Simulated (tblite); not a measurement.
Species: C5H9Cl2 (doublet state).
Atom-mapped SMILES: `[CH2:1][C:2]([CH3:3])([CH3:4])[CH:5]([Cl:6])[Cl:7]` (hydrogens: H8, H9 on C1; H10, H11, H12 on C3; H13, H14, H15 on C4; H16 on C5)

Structure used (GFN2-xTB), in Å, numbered top down from 1:
```xyz
16
C5H9Cl2 angstrom
C      0.2182   -0.0921   -1.5977
C      0.0685    0.0252   -0.1321
C      1.3613   -0.4308    0.5667
C     -0.2830    1.4550    0.2776
C     -1.0576   -0.9538    0.2925
Cl    -1.3672   -0.9274    2.0434
Cl    -2.5756   -0.5861   -0.5544
H     -0.1338    0.6794   -2.2519
H      0.6183   -0.9907   -2.0256
H      1.2409   -0.3986    1.6459
H      2.1749    0.2319    0.2853
H      1.6206   -1.4449    0.2726
H      0.5007    2.1327   -0.0503
H     -0.3790    1.5293    1.3576
H     -1.2212    1.7615   -0.1775
H     -0.7935   -1.9818    0.0364
```

Computed values, GFN2-xTB/tblite, gas phase, harmonic and unscaled. Against measured fundamentals such values can be off by several per cent, at times by over 20. One conformer, not necessarily the lowest. Open shells enter through the occupations alone, without spin polarisation, and single modes of such species can be off by tens of per cent.

Harmonic wavenumbers (cm⁻¹): 69.7, 112.6, 170.0, 195.3, 218.2, 225.0, 249.8, 295.4, 321.8, 385.1, 418.5, 468.7, 526.3, 689.5, 706.2, 804.3, 900.4, 924.6, 963.8, 1002.4, 1020.4, 1142.7, 1163.8, 1171.2, 1230.9, 1281.6, 1384.9, 1396.4, 1415.7, 1481.6, 1484.6, 1494.1, 1497.0, 2938.1, 3038.9, 3045.6, 3046.5, 3049.2, 3050.6, 3053.0, 3139.1, 3188.3.

A = 1983, B = 1687, C = 1150 MHz; mass 139.008 u (most abundant isotopes); point group C1, symmetry number 1; spin multiplicity 2.

Q: Zero-point energy?

A: ½Σν̃ = 27181 cm⁻¹ = 77.71 kcal/mol.

Q: What is S at 200 K and 1 bar for an ideal gas of classical rigid rotors and harmonic oscillators?

A: Translation 38.74, rotation 27.62, vibration 15.88, spin (R ln 2) 1.38: S = 83.6 cal/(mol K).

Q: And Cp and H(200 K) − H(0)?

A: Cp = 27.78 cal/(mol K), of which vibrations give 19.83 (their classical limit is 42 R = 83.5); H(200 K) − H(0) = 3.49 kcal/mol without the zero-point energy, 1.90 from vibrations.

Q: Blend soft modes into free rotors: weight 1/[1 + (100 cm⁻¹/ν̃)⁴] for the oscillator and the rest for a rotor with moment μB/(μ + B), μ = h/(8π²ν), B = 10⁻⁴⁴ kg m². What vibrational entropy results?

A: 15.48 cal/(mol K) in place of 15.88, which changes −T·S at 200 K by +0.08 kcal/mol.

Q: Which modes carry the vibrational entropy at 200 K?

A: 69.7 cm⁻¹: 3.38; 112.6 cm⁻¹: 2.46; 170.0 cm⁻¹: 1.71; 195.3 cm⁻¹: 1.47; 218.2 cm⁻¹: 1.28; 225.0 cm⁻¹: 1.23 cal/(mol K); the other 36 give 4.35 together.

Q: What must be added to the electronic energy to get the Gibbs energy at 200 K and 1 bar?

A: ZPE + [H(200 K) − H(0)] − T·S = 77.71 + 3.49 − 16.72 = 64.48 kcal/mol.

Q: How do the functions run with temperature in this model?

A: 
```tsv
T (K)	S (cal/(mol K))	Cp (cal/(mol K))	H − H(0) (kcal/mol)	G − H(0) (kcal/mol)	ln q(vib)
100	68.0	17.8	1.18	-5.62	0.97
300	96.5	36.0	6.68	-22.25	5.62
500	118.3	49.9	15.34	-43.79	10.32
800	144.9	63.3	32.48	-83.41	16.83
1000	159.7	69.2	45.76	-113.90	20.79
```

q(vib) and H(0) count from the zero-point level.

Hindered rotation and anharmonicity are outside this model. Other conformers, if any are populated, would add a mixing term that is left out. The structure is chiral; the term R ln 2 for an equal mix with its mirror image is left out.
